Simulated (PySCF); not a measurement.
C₂H₆F₂Si, SMILES C[SiH2]C(F)F.

The structure is a stationary point at B3LYP-D3(BJ)/def2-SVP. The values are those of a single conformer.

These are SMD-B3LYP/6-31G* run with PySCF values and carry that method's errors.

Solvation free energies are E(SMD) − E(gas) at the gas-phase geometry, for 1 M in both phases. In vacuum the dipole moment is 1.37 D.

Computed solvation free energies in water, acetone, benzene:
```csv
solvent,ΔG(solv) (kcal/mol),its non-electrostatic (CDS) part,dipole (D)
water,1.5,4.6,1.62
acetone,-2.3,0.7,1.60
benzene,-1.3,0.1,1.48
```
